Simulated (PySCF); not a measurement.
**Ionisation energy of Kr³¹⁺ by level of theory**

Kr³¹⁺ [He] 2s2 2p1 (2P) → Kr³²⁺ [He] 2s2 (1S), as a difference of total energies. Computed with PySCF 2.14 in an uncontracted even-tempered set (19 s from 9.3 bohr⁻², ratio 2.2; 12 p from 12 bohr⁻², ratio 2.2; 6 d from 49 bohr⁻², ratio 2.4; 5 f from 73 bohr⁻², ratio 2.4; 4 g from 110 bohr⁻², ratio 2.4), with the spin-free X2C one-electron Hamiltonian (Gaussian nucleus). Correlated levels: nothing frozen; virtual orbitals above 40 to 60 times the deepest correlated orbital energy dropped. The calculations carry no spin-orbit coupling.

```csv
method,ionisation energy (eV)
UHF,3715.9
LDA,3712.3
PBE,3717.0
PBE0,3716.9
r2SCAN,3718.5
B3LYP,3717.9
PBEsol,3714.2
```

Q: Estimate what MP2 (all electrons) gives.

A: 3715.2 eV, closest to UHF among the rows shown.

Q: Estimate what SCS-MP2 (all electrons) gives.

A: 3714.8 eV, closest to PBEsol among the rows shown.

A first-order spin-orbit estimate (lowest level to lowest level, LS coupling) adds 40.586 eV.

For this ion Breit and QED terms and the two-electron picture change, all absent here, outweigh the differences among the correlated methods.

For comparison: 3752 ± 2.5 eV (semi-empirical (NIST evaluation); NIST Atomic Spectra Database, ionization energies).
